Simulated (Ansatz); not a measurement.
One geometry of C$_{4}$H$_{12}$Al$_{2}$F$_{2}$, SMILES `C[CH2][Al@H-]1[F+][Al@@H-]([CH2]C)[F+]1`, several functionals.

```yaml
crystal:
  periodic: [false, false, false]
  atoms:
    - {symbol: C, position_ang: [2.401222, -0.102167, 0.444050]}
    - {symbol: C, position_ang: [2.510181, -1.036067, -0.762913]}
    - {symbol: Al, position_ang: [0.839349, -1.424484, -1.679478]}
    - {symbol: F, position_ang: [-0.491316, -1.757372, -0.463276]}
    - {symbol: Al, position_ang: [-1.491161, -0.233653, -0.669630]}
    - {symbol: C, position_ang: [-1.357698, 0.925299, 0.891575]}
    - {symbol: C, position_ang: [-2.688476, 1.518237, 1.360703]}
    - {symbol: F, position_ang: [-0.150987, 0.105813, -1.874805]}
    - {symbol: H, position_ang: [1.741846, -0.511702, 1.214318]}
    - {symbol: H, position_ang: [1.996165, 0.874417, 0.164751]}
    - {symbol: H, position_ang: [3.372076, 0.076639, 0.915451]}
    - {symbol: H, position_ang: [2.960958, -1.990160, -0.460045]}
    - {symbol: H, position_ang: [3.211891, -0.620043, -1.497580]}
    - {symbol: H, position_ang: [0.623168, -2.342326, -2.943497]}
    - {symbol: H, position_ang: [-2.805278, -0.595446, -1.464549]}
    - {symbol: H, position_ang: [-0.891874, 0.358496, 1.707284]}
    - {symbol: H, position_ang: [-0.647074, 1.730642, 0.667699]}
    - {symbol: H, position_ang: [-3.407143, 0.739450, 1.630774]}
    - {symbol: H, position_ang: [-3.160164, 2.123726, 0.581720]}
    - {symbol: H, position_ang: [-2.565685, 2.160730, 2.237450]}
basis:
  gaussian: {orbitals: def2-TZVPP}
hamiltonian: {xc: {name: wB97X-V}}
output: {orbitals: {seedname: orbitals}}
```

```sh
$ ansatz run in.yaml --threads 2 --pin off --events-out ev --progress --plain --max-ram 22528MiB --backend cuda --devices 0, --max-vram 18GiB
```

Output, abridged:

```
Functional definition: wB97X-V
2316 factors; their error is unknown
588 factors; integrals over basis functions are off by at most 9.2e-6 eV
mean field evaluation 1: about -22967.3247 eV, gradient 6.8e1 eV
mean field evaluation 2: about -22970.6421 eV, gradient 5.9e1 eV
mean field evaluation 4: about -22976.7484 eV, gradient 3.0e0 eV
mean field evaluation 8: about -22976.7751 eV, gradient 8.2e-2 eV
mean field evaluation 16: about -22976.7697 eV, gradient 7.2e-5 eV
mean field -22976.76972764 eV, -844.3807132768 hartree, gradient 7.3e-5 eV, S^2 0.000000; 0 other end points of the search recorded, 0 dependent functions left out
reference -22976.76972456 eV, -844.3807131639 hartree; 40, 40 occupied and 398, 398 virtual orbitals, 2316 factors
Total energy: -22976.76972456 eV, -844.3807131639 hartree
```

Run time 3.4 s (2 threads of an AMD EPYC 7R13 on a shared host and a share of an NVIDIA H100 80 GB); peak host memory 1.1 GiB.

With the line `hamiltonian: {xc: {name: r2SCANh}, dispersion: d4}` (abridged; 2.5 s):

```
Functional definition: r2SCANh
mean field evaluation 16: about -22974.9640 eV, gradient 1.4e-4 eV
mean field -22974.96400069 eV, -844.3143540353 hartree, gradient 2.9e-5 eV, S^2 0.000000
Total energy: -22975.09464203 eV, -844.3191550161 hartree
```

The same input with `hamiltonian: {xc: {name: B2PLYP}}` (abridged; 2.6 s):

```
Functional definition: B2PLYP
mean field evaluation 16: about -22956.3266 eV, gradient 1.6e-4 eV
mean field -22956.32658013 eV, -843.6294414628 hartree, gradient 8.5e-6 eV, S^2 0.000000
16 core orbitals not correlated: weight in the atoms' cores, before any rotation towards them, 1.000 or more for the frozen orbitals, at most 0.000 for the correlated occupied ones
second order -45.00388731 eV of doubles, -0.00000000 eV of singles
Total energy: -22968.47788371 eV, -844.0759936328 hartree
```

The same input with `hamiltonian: {xc: {name: BLYP}, dispersion: d4}` (abridged; 2.8 s):

```
Functional definition: BLYP
mean field evaluation 16: about -22978.6225 eV, gradient 1.0e-3 eV
mean field -22978.62249881 eV, -844.4488013616 hartree, gradient 4.8e-5 eV, S^2 0.000000
Total energy: -22979.57729516 eV, -844.4838894803 hartree
```

Changing it to `hamiltonian: {xc: hse06, dispersion: d4}` (abridged; 2.1 s):

```
Functional definition: HSE06
mean field evaluation 16: about -22963.9947 eV, gradient 9.1e-5 eV
mean field -22963.99470381 eV, -843.9112398103 hartree, gradient 4.6e-5 eV, S^2 0.000000
Total energy: -22964.35848999 eV, -843.9246087059 hartree
```

With the line `hamiltonian: {xc: {name: B3LYP}, dispersion: d4}` and forces (abridged; 2.7 s):

```
Functional definition: B3LYP
mean field evaluation 16: about -22983.4948 eV, gradient 7.8e-4 eV
mean field -22983.49475724 eV, -844.6278535564 hartree, gradient 3.3e-5 eV, S^2 0.000000
Total energy: -22984.20918901 eV, -844.6541084394 hartree
Atom 0 force    -0.012569     0.147976     0.192560 eV/Å
Atom 1 force     0.075219    -0.142294    -0.170030 eV/Å
Atom 2 force     0.084430    -0.151953    -0.180505 eV/Å
Atom 3 force    -0.014471    -0.083148     0.066176 eV/Å
Atom 4 force    -0.228258     0.014303    -0.037758 eV/Å
Atom 5 force     0.216217    -0.055806    -0.022037 eV/Å
Atom 6 force    -0.194340     0.098918     0.085009 eV/Å
Atom 7 force     0.018171     0.085615    -0.062000 eV/Å
Atom 8 force     0.035986     0.026496    -0.035250 eV/Å
Atom 9 force     0.022126    -0.047784     0.021039 eV/Å
Atom 10 force    -0.047886    -0.001771    -0.014057 eV/Å
Atom 11 force    -0.011005     0.049498    -0.011174 eV/Å
Atom 12 force    -0.023785    -0.020099     0.041621 eV/Å
Atom 13 force     0.021696     0.063175     0.088774 eV/Å
Atom 14 force     0.088323     0.029243     0.060836 eV/Å
Atom 15 force    -0.020973     0.037907    -0.038234 eV/Å
Atom 16 force    -0.035108    -0.041165     0.020884 eV/Å
Atom 17 force     0.027400     0.039045    -0.007634 eV/Å
Atom 18 force     0.016376    -0.022910     0.039280 eV/Å
Atom 19 force    -0.017548    -0.025245    -0.037502 eV/Å
Dipole moment:     0.164422     0.106734     0.180664 e Å
```

HSE06 is the plane-wave form, built on full-range PBE exchange.

B3LYP takes the VWN-RPA correlation (the form of Gaussian; ORCA's B3LYP/G).
